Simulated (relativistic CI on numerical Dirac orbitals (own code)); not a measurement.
Calculated at this level of theory: Dirac-Coulomb-Breit CI, orbitals from a KLI potential per configuration, a model potential for QED, valence Slater integrals scaled by 0.85, P86 correlation energy added to each configuration (own radial code, finite nucleus).

Configurations in the expansion (outside the closed core [Ar]): 3d 4s, 3d2, 4s2, 3d 4p, 3d 4d, 4s 4p, 3d 4f, 3d 5s, 4p2, 3d 5p, 4s 5p, 3d 6s, 3d 5d, 4s 6s, 3d 6p, 4s 5d, 4s 6p, 3d 5f, 3d 5g, 3d 7s, 4s 5s, 3d 6d, 4s 5f, 4s 5g, 3d 7p, 4s 7s, 4s 6d, 4s 4d, 4s 7p, 3d 7d, 4p 4d, 4s 7d, 4s 4f, 4p 4f. Levels of other configurations are missing.

For a near-neutral ion this model can misplace configurations by up to about 10,000 cm⁻¹ (more where the count of f electrons changes) and terms by 10 to 25 % of their spread. Rates follow the energies as ν³ (E1, M1) or ν⁵ (E2), so they and the lifetimes can be off by large factors. The fine structure of a lone outer electron comes out too small, for d and f at times inverted, and misplaced configurations move strength between like terms. 25 of the 25 excited levels that our extract of the measured tables holds in this range could be paired (the sources list more); they are missed by 970 cm⁻¹ on average and 2396 at most, and levels without a partner can miss by more.

Outline of the computed level scheme of Sc II. Lowest level of each configuration: 3d 4s 3D_1 at 0.0000 eV; 3d2 3F_2 at 0.6483 eV; 4s2 1S_0 at 1.4902 eV; 3d 4p 1D°_2 at 3.1158 eV; 4s 4p 3P°_0 at 4.5956 eV; 3d 5s 3D_1 at 6.9465 eV; 3d 4d 1F_3 at 7.1298 eV.

Some strong electric-dipole decays among the lowest 45 levels: 4s 4p 1P°_1 → 4s2 1S_0 (6.8e+08 s⁻¹); 3d 4d 3G_5 → 3d 4p 3F°_4 (4.2e+08 s⁻¹); 3d 4d 3G_4 → 3d 4p 3F°_3 (3.9e+08 s⁻¹); 3d 4d 3G_3 → 3d 4p 3F°_2 (3.9e+08 s⁻¹); 4s 4p 1P°_1 → 3d 4s 1D_2 (3.7e+08 s⁻¹); 3d 4d 3F_3 → 3d 4p 3D°_2 (3.0e+08 s⁻¹); 3d 4d 1F_3 → 3d 4p 1D°_2 (3.0e+08 s⁻¹); 4s 4p 3P°_0 → 3d 4s 3D_1 (2.9e+08 s⁻¹).

Rates of lines that live on the mixing of spin multiplicities can be off by large factors.
